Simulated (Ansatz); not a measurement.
Input and output for C2H3BBrF (`B/C(Br)=C\F`).

```yaml
crystal:
  periodic: [false, false, false]
  atoms:
    - {symbol: B, position_ang: [0.355807, 1.424405, -0.127126]}
    - {symbol: C, position_ang: [0.468235, -0.290564, 0.093347]}
    - {symbol: Br, position_ang: [1.797460, -1.488757, 1.080393]}
    - {symbol: C, position_ang: [-0.479713, -0.950797, -0.130824]}
    - {symbol: F, position_ang: [-1.780593, -0.486336, -0.656572]}
    - {symbol: H, position_ang: [-0.653964, 2.071243, -0.512976]}
    - {symbol: H, position_ang: [1.246503, 2.096374, 0.549592]}
    - {symbol: H, position_ang: [-0.921778, -2.142005, -0.302865]}
basis:
  gaussian: {orbitals: STO-3G, fitting: {mean_field: def2-universal-jkfit}}
total_charge: 1
magnetization: {spin_polarized: true, initial_magnetization: 1}
hamiltonian: {xc: {name: B97M-V}}
output: {forces: true}
```

```sh
$ ansatz run in.yaml --threads 4 --pin off --events-out ev --progress --plain --max-ram 10444MiB
```

It prints (some lines left out):

```
Functional definition: B97M-V
622 factors; integrals over basis functions are off by at most 1.8e-2 eV
mean field evaluation 1: about -74701.6842 eV, gradient 1.7e1 eV
mean field evaluation 2: about -74555.2513 eV, gradient 1.3e2 eV
mean field evaluation 4: about -74701.1699 eV, gradient 1.7e1 eV
mean field evaluation 8: about -74705.2846 eV, gradient 2.7e-2 eV
mean field -74705.28462952 eV, -2745.3685730744 hartree, gradient 1.5e-5 eV, S^2 0.751610; 8 other end points of the search recorded, 0 dependent functions left out
reference -74705.28465909 eV, -2745.3685741608 hartree; 32, 31 occupied and 9, 10 virtual orbitals, 622 factors
Total energy: -74705.28465909 eV, -2745.3685741608 hartree
Atom 0 at     0.355807     1.424405    -0.127126 Å, force     1.542616     0.936548     2.921585 eV/Å
Atom 1 at     0.468235    -0.290564     0.093347 Å, force    15.423393    11.486475     4.401738 eV/Å
Atom 2 at     1.797460    -1.488757     1.080393 Å, force    -1.064479     2.058747    -1.282164 eV/Å
Atom 3 at    -0.479713    -0.950797    -0.130824 Å, force   -21.281859   -15.214241    -6.750997 eV/Å
Atom 4 at    -1.780593    -0.486336    -0.656572 Å, force     2.538736     1.003740     0.948736 eV/Å
Atom 5 at    -0.653964     2.071243    -0.512976 Å, force     1.534621    -1.788778     0.063229 eV/Å
Atom 6 at     1.246503     2.096374     0.549592 Å, force    -1.750593    -1.583901    -1.866358 eV/Å
Atom 7 at    -0.921778    -2.142005    -0.302865 Å, force     3.057566     3.101410     1.564231 eV/Å
Dipole moment:    -0.417042     0.162654    -0.328139 e Å
```

It took 5.5 s on 4 threads of an Arm Neoverse V2 on a shared host, with 0.23 GiB of host memory at the peak.
